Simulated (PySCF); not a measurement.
# ORD: `CC[C@H]1C[C@H](F)[S@]1=O`, C5H9FOS

Molfile (atoms numbered from 1):
```
C5H9FOS
     RDKit          3D

 17 17  0  0  0  0  0  0  0  0999 V2000
    2.2660   -0.1000    0.1556 C   0  0  0  0  0  0  0  0  0  0  0  0
    1.0958    0.7747   -0.2831 C   0  0  0  0  0  0  0  0  0  0  0  0
   -0.1098   -0.0456   -0.6812 C   0  0  1  0  0  0  0  0  0  0  0  0
   -0.8101   -0.8486    0.4176 C   0  0  0  0  0  0  0  0  0  0  0  0
   -2.2338   -0.3941    0.1242 C   0  0  2  0  0  0  0  0  0  0  0  0
   -2.9608   -1.3146   -0.5749 F   0  0  0  0  0  0  0  0  0  0  0  0
   -1.6423    1.0017   -1.0057 S   0  0  0  0  0  4  0  0  0  0  0  0
   -1.5454    2.1867   -0.1614 O   0  0  0  0  0  0  0  0  0  0  0  0
    3.1153    0.5212    0.4269 H   0  0  0  0  0  0  0  0  0  0  0  0
    1.9975   -0.7079    1.0161 H   0  0  0  0  0  0  0  0  0  0  0  0
    2.5692   -0.7629   -0.6519 H   0  0  0  0  0  0  0  0  0  0  0  0
    0.8056    1.4501    0.5253 H   0  0  0  0  0  0  0  0  0  0  0  0
    1.3985    1.3911   -1.1326 H   0  0  0  0  0  0  0  0  0  0  0  0
    0.0764   -0.6393   -1.5759 H   0  0  0  0  0  0  0  0  0  0  0  0
   -0.5013   -0.5242    1.4108 H   0  0  0  0  0  0  0  0  0  0  0  0
   -0.6864   -1.9293    0.3416 H   0  0  0  0  0  0  0  0  0  0  0  0
   -2.8413   -0.0472    0.9617 H   0  0  0  0  0  0  0  0  0  0  0  0
  1  2  1  0
  2  3  1  0
  3  4  1  0
  4  5  1  0
  5  6  1  0
  7  5  1  1
  7  8  2  0
  7  3  1  0
  1  9  1  0
  1 10  1  0
  1 11  1  0
  2 12  1  0
  2 13  1  0
  3 14  1  6
  4 15  1  0
  4 16  1  0
  5 17  1  1
M  END
```

Method used: TDDFT BHandHLYP/def2-SVPD circular dichroism and optical rotation, one conformer, gas phase in PySCF 2.14.0. Geometry: GFN2-xTB.

The molecule is flexible and this is one conformer; a measurement averages over conformers. States above about 8.1 eV (minus the energy of the highest occupied orbital) lie near or above the ionisation threshold and depend on the basis. Singlets 11 and 12 lie within 0.01 eV of each other, so their separate moments and overlaps can depend on how they mix.

Stereocentres: C3 S, C5 R, S7 S.

**Question.** Give the optical rotatory dispersion at 633, 589.3, 546, 436, 405, 365, 355 nm.

**Answer.** [α] in deg dm⁻¹ (g/mL)⁻¹:
| λ (nm) | origin-invariant length gauge | modified velocity gauge | length gauge (centre of mass) | isotropic polarisability (au) |
| --- | --- | --- | --- | --- |
| 633 | -172.5 | -191.9 | -172.5 | 82.0 |
| 589.3 | -204.5 | -227.8 | -204.5 | 82.3 |
| 546 | -246.5 | -275.0 | -246.5 | 82.6 |
| 436 | -446.0 | -501.3 | -445.6 | 84.1 |
| 405 | -552.2 | -623.4 | -551.6 | 84.8 |
| 365 | -764.4 | -871.3 | -763.0 | 86.1 |
| 355 | -838.7 | -959.4 | -837.0 | 86.5 |

**Question.** And for the mirror image at 589.3 nm?

**Answer.** +204.5 deg dm⁻¹ (g/mL)⁻¹ (origin-invariant length gauge): the same size and the opposite sign.

**Question.** What is the molar rotation [Φ] = [α]·M/100 of the geometry above at 589.3 nm?

**Answer.** With M = 136.18 g/mol, -278.6 deg cm² dmol⁻¹ (origin-invariant length gauge).

The first excitation lies at 5.23 eV (237 nm) with R = -6.7 × 10⁻⁴⁰ esu² cm² (velocity form).
